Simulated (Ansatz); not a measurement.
Total energies of GeH6O2Si, SMILES `O[SiH2][O][GeH3]`.

Z-matrix (Å, degrees):
```
Si
O 1 1.628
O 1 1.644 2 112.9
H 1 1.482 2 110.8 3 -116.3
H 1 1.484 2 106.1 3 121.5
Ge 2 1.779 1 133.2 3 63.6
H 3 0.958 1 117.7 2 70.5
H 6 1.538 2 108.6 1 31.5
H 6 1.536 2 108.0 1 -89.1
H 6 1.533 2 105.7 1 151.5
```

The species carries charge 0 and has multiplicity 1. Correlated methods include outer-core shells of Ge, which these sets cover unevenly. Scalar relativity is left out up to krypton. The structure was optimised at the PBE0-D4/def2-TZVP level. It is one conformer, not always the lowest. Basis def2-TZVPP, the Gaussian-basis code of Ansatz.

RPA on PBE orbitals: Hartree–Fock energy of these orbitals -2517.65013 Eh, correlation -1.38945 Eh (frozen core).

```tsv
functional	kind	energy without D4 (Eh)	D4 term (kJ/mol)
revPBE	GGA	-2520.45486	-55.2
LC-ωPBE	long-range corrected hybrid	-2520.29227	–
```

Problem. Give the same for LDA (SPW92), PBE, BLYP, r2SCAN, B97M-V, PBE0, B3LYP, r2SCANh, r2SCAN0, HSE06 (plane-wave form), BHLYP, CAM-B3LYP, ωB97X-V, ωB97M-V, B2PLYP, PBE-QIDH. (An estimate is asked.)

Solution. Computed: 
| functional | kind | energy without D4 (Eh) | D4 term (kJ/mol) |
| --- | --- | --- | --- |
| LDA (SPW92) | LDA | -2515.29677 | – |
| PBE | GGA | -2520.09638 | -19.2 |
| BLYP | GGA | -2520.75525 | -41.7 |
| r2SCAN | meta-GGA | -2520.62867 | -4.7 |
| B97M-V | meta-GGA with VV10 | -2520.23371 | – |
| PBE0 | global hybrid, 25 % exact exchange | -2520.18614 | -16.3 |
| B3LYP | global hybrid, 20 % | -2520.81269 | -31.0 |
| r2SCANh | meta-GGA hybrid, 10 % | -2520.61037 | -5.0 |
| r2SCAN0 | meta-GGA hybrid, 25 % | -2520.58445 | -5.5 |
| HSE06 (plane-wave form) | screened hybrid | -2520.17284 | -15.3 |
| BHLYP | global hybrid, 50 % | -2520.64944 | -24.9 |
| CAM-B3LYP | range-separated hybrid | -2520.82270 | -16.7 |
| ωB97X-V | range-separated hybrid GGA with VV10 | -2520.45319 | – |
| ωB97M-V | range-separated hybrid meta-GGA with VV10 | -2520.54604 | – |
| B2PLYP | double hybrid | -2520.15392 | – |
| PBE-QIDH | double hybrid | -2519.76295 | – |

B3LYP takes the VWN-RPA correlation (the form of Gaussian; ORCA's B3LYP/G). HSE06 is the plane-wave form, built on full-range PBE exchange. The double hybrids freeze the cores in their second-order part.

LC-ωPBE has ω = 0.4 bohr⁻¹.
